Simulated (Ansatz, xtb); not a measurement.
Isomers of H3NSn in order of energy

3 gas-phase structures of H3NSn, found in a search over its isomers (lower ones may exist). Each was relaxed with GFN2-xTB:

A. `[NH]=[SnH2]`, a singlet
B. `[NH2][SnH]`, a triplet
C. `[NH2][SnH]`, a singlet

Task: Make a reasoned guess at their ranking by r2SCAN-D4/def2-SVP single-point energy.

Result: Calculated order at r2SCAN-D4/def2-SVP: C (0.000), B (1.872), A (2.486) eV.

Energies above the lowest of each column, in eV; the last columns are at B3LYP-D3(BJ)/def2-SVP geometries (a dash: not run or not comparable):

```tsv
structure	GFN2-xTB	HF/STO-3G	r2SCAN-D4/def2-SVP	B3LYP-D3(BJ)/def2-SVP	CCSD(T)/def2-TZVPP
C	0.000	0.000	0.000	0.000	0.000
B	–	2.205	1.872	1.850	1.872
A	2.499	2.148	2.486	2.525	2.126
```

Every level run on C puts it lowest or level with the lowest. Flexible structures stand in one conformer each, not always the lowest. GFN2-xTB has no spin polarisation and isn't compared across spin states. Open shells are spin-unrestricted. Large T1 diagnostics make some coupled-cluster values less sure. Atoms past krypton carry core potentials in the def2 sets, without spin–orbit terms.

Programs: Ansatz 0.2.0, xtb 6.7.1.
